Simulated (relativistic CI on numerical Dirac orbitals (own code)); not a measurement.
Co VII: calculation against measurement

Computed by Dirac-Coulomb-Breit CI, separate exchange-only KLI orbitals for each configuration, model QED (radiative potential, 1s self-energy scaled to tabulated hydrogen-like ionisation energies), valence Slater integrals scaled by 0.9, P86 correlation estimate, and configurations built on the next ion tied to the tabulated ionisation energy (semi-empirical) (own radial code, finite nucleus).

CI space (outside the closed core [Ne]): 3s2 3p6 3d3, 3s2 3p6 3d2 4s, 3s2 3p6 3d2 4p, 3s2 3p6 3d2 4d, 3s2 3p6 3d2 5s, 3s2 3p6 3d2 4f, 3s2 3p5 3d4, 3s2 3p4 3d5, 3s 3p6 3d4, 3s2 3p6 3d2 5p, 3s2 3p6 3d2 5d, 3s2 3p6 3d 4s2, 3p6 3d5, 3s2 3p6 3d2 5f, 3s2 3p6 3d2 5g, 3s2 3p6 3d 4s 4p, 3s2 3p5 3d3 4s, 3s2 3p5 3d3 4p, 3s2 3p6 3d 4p2, 3s2 3p6 3d 4s 4d, 3s 3p5 3d5, 3s2 3p5 3d3 4d, 3s2 3p6 3d 4p 4d, 3s2 3p5 3d3 5s. Levels of other configurations are missing.

| Configuration | Term (tabulated) | J | Measured (cm⁻¹) | Computed | Error | Purity (%) |
| --- | --- | --- | --- | --- | --- | --- |
| 3s2 3p6 3d3 | 4F | 3/2 | 0.0 | 0 | 0 | 98 |
| 3s2 3p6 3d3 | 4F | 5/2 | 698.0 | 692 | -6 | 99 |
| 3s2 3p6 3d3 | 4F | 7/2 | 1610.0 | 1598 | -12 | 99 |
| 3s2 3p6 3d3 | 4F | 9/2 | 2723.0 | 2673 | -50 | 98 |
| 3s2 3p6 3d3 | 4P | 1/2 | 21096.0 | 20431 | -665 | 97 |
| 3s2 3p6 3d3 | 4P | 3/2 | 21304.0 | 20646 | -658 | 94 |
| 3s2 3p6 3d3 | 4P | 5/2 | 22187.0 | 21605 | -582 | 98 |
| 3s2 3p6 3d2 4p | 4G° | 5/2 | 445761.0 | 446905 | 1144 | 86 |
| 3s2 3p6 3d2 4p | 4F° | 3/2 | 446966.0 | 447965 | 999 | 90 |
| 3s2 3p6 3d2 4p | 4G° | 7/2 | 447314.0 | 448491 | 1177 | 85 |
| 3s2 3p6 3d2 4p | 4F° | 5/2 | 448051.0 | 449037 | 986 | 89 |
| 3s2 3p6 3d2 4p | 4G° | 9/2 | 449305.0 | 450367 | 1062 | 78 |
| 3s2 3p6 3d2 4p | 4F° | 7/2 | 449440.0 | 450412 | 972 | 86 |
| 3s2 3p6 3d2 4p | 4F° | 9/2 | 450989.0 | 451861 | 872 | 76 |
| 3s2 3p6 3d2 4p | 4D° | 3/2 | 451215.0 | 452594 | 1379 | 65 |
| 3s2 3p6 3d2 4p | 4D° | 1/2 | 451559.0 | 452889 | 1330 | 98 |
| 3s2 3p6 3d2 4p | 4D° | 5/2 | 452566.0 | 453985 | 1419 | 59 |
| 3s2 3p6 3d2 4p | 4S° | 3/2 | 465290.0 | 467472 | 2182 | 83 |
| 3s2 3p6 3d2 4p | 4D° | 5/2 | 471880.0 | 475056 | 3176 | 59 |
| 3s2 3p6 3d2 4p | 4D° | 7/2 | 474067.0 | 477030 | 2963 | 69 |
| 3s2 3p6 3d2 4p | 4P° | 1/2 | 474575.0 | 477562 | 2987 | 90 |
| 3s2 3p6 3d2 4p | 4P° | 3/2 | 475156.0 | 478092 | 2936 | 88 |
| 3s2 3p6 3d2 4p | 4P° | 5/2 | 476592.0 | 479612 | 3020 | 75 |

Measured levels from Sugar and Corliss, J. Phys. Chem. Ref. Data 10, 1097 (1981); pairs were made by configuration, J and term (by order where the table uses no LS term), so strongly mixed levels may be paired wrongly. Some J values or terms of the table were assigned by a fit.

Mean error by configuration (cm⁻¹): 3s2 3p6 3d3 -329; 3s2 3p6 3d2 4p 1788. Over the excited levels the mean absolute error is 1390 cm⁻¹ (22 of the 24 excited levels that our extract of the source holds in range could be paired, and the others can miss by more), and the median relative error of those above 1,000 cm⁻¹ is 0.47 %. Some levels of the ground configuration have no partner.
